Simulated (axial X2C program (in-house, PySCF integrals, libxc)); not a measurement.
# Which molecule has these constants?

All values come from calculations with an in-house all-electron X2C program for linear molecules (integrals from PySCF), spin-free (one-electron X2C) or two-component (2c: spin–orbit coupling with atomic mean-field Coulomb and Gaunt terms, which also bring small scalar terms), in Dyall basis sets with cores contracted in-house; open shells are unrestricted.

A two-component PBE0 calculation in a Dyall 3-zeta basis gave Re = 2.209 Å, ωe = 351.4 cm⁻¹, De = 2.05 eV, dipole magnitude 4.13 D, Ω = 3/2.

**Question.** Which molecule is it?
A. WP
B. CrP
C. MoP

**Answer.** B. The others have MoP 2.129 Å and 433.1 cm⁻¹ (Ω = 3/2); WP 2.118 Å and 496.1 cm⁻¹ (Ω = 3/2).

Each entry is the lowest single determinant of a limited PBE0 search at one distance. De goes to single-determinant-based atoms at the same level (for ions the charge split of lowest energy) and is withheld (n/a) where an atom does not fit its ground term or J level. Main or longest-lived isotopes. One determinant is a doubtful description, or other states lie close, for CrP, MoP, WP; these need not be ground states, and all values refer to the states named. With several unpaired electrons the Ω given is that of one determinant, not necessarily of the lowest component. The functionals have no current term, which raises determinants with orbital currents.
